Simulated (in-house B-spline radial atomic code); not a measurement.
## RPA correlation on TPSS: Tc²⁺

Configuration [Kr] 4d5, highest spin, mean-field start TPSS. Computed with an all-electron radial atomic-structure program (B-spline basis): all electrons, non-relativistic, point nucleus, each spin shell either full or empty, empty states to l = 9 with an (l + 1/2)⁻⁴ tail; G0W0 by contour deformation at full frequency.

Without relativity these are model numbers: it shifts the levels of so heavy an element strongly and can reorder them.

The highest G0W0 level has too low a weight to be given.

Command:
```bash
python run_gw.py task.json out
```
Settings (radii: box in bohr, nucleus in fm):
```
Z                        43
electrons                41
configuration            [Kr] 4d5
hamiltonian              nr
method                   tpss,tpss
lmax                     9
spin_polarised           True
box_radius               17.55
intervals                53
```

Cost of the run: 6.5 s on 1 thread of AMD EPYC 7R43 64-Core Processor, with other jobs on the host.

Energies (hartree):

```
                                     term        value
                         mean-field total  -4205.88885
Hartree-Fock functional on these orbitals  -4204.07450
                      direct second order      -3.4307
                    second-order exchange       0.9924
                         SOSEX correction      0.92163
```

Problem. What is the RPA correlation energy, and what remains with SOSEX?

Solution. RPA gives -3.0205 hartree (-2 eV per electron); RPA + SOSEX gives -2.0989, and the second-order doubles -2.4383 hartree (no singles). RPA lacks exchange-type terms and so overcorrelates at short range.
